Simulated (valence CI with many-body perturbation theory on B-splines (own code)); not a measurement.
Basis-set convergence for Cs⁴⁰⁺

Calculated by valence CI with perturbative core correlation (CI+MBPT): five valence electrons over a frozen Dirac-Fock core [Ne], radial functions for each j: 9 s, 9 p, 8 d, 6 f, 3 g, 1 h, with the one-electron correlation potential Σ1 (screened to all orders), the two-electron term Σ2, the three-electron term Σ3, Breit, model QED; selected single and double excitations, second order for the rest, scaled by the run's own slope (own B-spline code, finite nucleus).

The last digits are not significant, and no measured levels were compared; by estimate large intervals hold to a few tenths of a per cent, small ones and those within an open d or f shell to about a per cent. Among the levels kept, up to 1500 cm⁻¹ of a level comes from second order outside the variational space, and about a tenth of that is noise between levels of different J, which matters for small intervals.

The reference run has the lowest level (3s^2 3p1/2^2 3p3/2) J=3/2 and an ionisation energy of 2946.92 eV. Its largest variational space holds 20000 state functions.

Levels are named by their leading jj configuration (3d3/2^4 stands for four electrons in 3d with j = 3/2), which in mixed levels can hold well under half, so a name can repeat and another be missing. Letters in brackets count levels of one name in rising energy.

Changed runs:
A. basis 6 s, 6 p, 5 d, 3 f, 1 g
B. basis 5 s, 5 p, 4 d, 2 f

Excitation energies of the reference run in cm⁻¹, and shifts in cm⁻¹:

| Level | Reference | A | B |
| --- | --- | --- | --- |
| (3s^2 3p1/2 3p3/2^2) J=3/2 | 629414 | -102 | -317 |
| (3s^2 3p1/2 3p3/2^2) J=5/2 | 696884 | +33 | +170 |
| (3s^2 3p1/2 3p3/2^2) J=1/2 | 780041 | +81 | +316 |
| (3s^2 3p1/2^2 3d3/2) J=3/2 | 1254370 | +295 | +646 |
| (3s^2 3p3/2^3) J=3/2 | 1418840 | -6.3 | +45 |
| (3s^2 3p1/2^2 3d5/2) J=5/2 | 1422410 | +75 | +29 |
| (3s 3p1/2^2 3p3/2^2) J=5/2 | 1568440 | +175 | +479 |
| (3s 3p1/2^2 3p3/2^2) J=1/2 | 1683110 | -5.0 | +16 |
| (3s 3p1/2^2 3p3/2^2) J=3/2 | 1690510 | +30 | +34 |
| (3s^2 3p1/2 3p3/2 3d3/2) J=5/2 [a] | 1880170 | +223 | +401 |
| (3s^2 3p1/2 3p3/2 3d3/2) J=3/2 [a] | 1888040 | +161 | +247 |
| (3s^2 3p1/2 3p3/2 3d3/2) J=1/2 [a] | 1892810 | +130 | +136 |
| Ionisation energy (eV) | 2946.92 | -0.041 | -0.14 |
